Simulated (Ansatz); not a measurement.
Geometry optimisation, Ansatz, RHF/STO-3G.

The input (input.yaml):

```yaml
crystal:
  periodic: [false, false, false]
  atoms:
    - { symbol: "N", position_ang: [-1.1786, 1.0166, 0.49] }
    - { symbol: Si, position_ang: [-0.5152, -0.3566, -0.1206] }
    - { symbol: O, position_ang: [-0.435, -0.012, -1.7491] }
    - { symbol: C, position_ang: [1.1674, -0.7719, 0.682] }
    - { symbol: Cl, position_ang: [2.3236, 0.4246, 0.2159] }
    - { symbol: H, position_ang: [-0.59973, 1.46189, 1.23218] }
    - { symbol: H, position_ang: [-2.02335, 0.7532, 1.05177] }
    - { symbol: H, position_ang: [-1.4721, -1.4048, 0.062] }
    - { symbol: H, position_ang: [0.3899, 0.5009, -1.9651] }
    - { symbol: H, position_ang: [1.4665, -1.7553, 0.3786] }
    - { symbol: H, position_ang: [1.0112, -0.7938, 1.7977] }
basis:
  gaussian: { orbitals: STO-3G }
hamiltonian:
  xc: hf
relax:
  f_tol: 0.015
  max_steps: 40
output:
  orbitals: {}
```

Run as:

```bash
$ ansatz run input.yaml --threads 1 --pin off --max-ram 2048MiB --backend cpu --events-out ev --progress --plain --runs-dir out
```

Where does it end, and by what steps?

The run converged. Limits of this set-up: minimal basis. After 10 steps the energy has fallen by 0.833 eV; H6 moved furthest, 0.46 Å.

```csv
step,energy less start (eV),largest force component (eV/Å),accepted
0,0.0000,5.018,yes
1,-0.7111,1.560,yes
2,-0.7947,0.351,yes
3,-0.8106,0.269,yes
4,-0.8266,0.109,yes
5,-0.8292,0.082,yes
6,-0.8294,0.373,yes
7,-0.8328,0.057,yes
8,-0.8319,0.127,no
9,-0.8334,0.016,yes
10,-0.8335,0.015,yes
```

```xyz
11
Properties=species:S:1:pos:R:3
N -1.194 1.025 0.549
Si -0.544 -0.413 -0.135
O -0.308 -0.250 -1.778
C 1.099 -0.847 0.678
Cl 2.262 0.559 0.615
H -0.541 1.738 0.868
H -1.934 0.927 1.241
H -1.439 -1.498 0.071
H 0.149 0.604 -1.948
H 1.597 -1.678 0.184
H 0.988 -1.103 1.729
```

Whether the end is a true minimum wasn't checked by a vibrational analysis.

Time of the run: 18 s on 1 thread of Arm Neoverse V2, with other jobs on the host, peak memory 0.16 GiB.
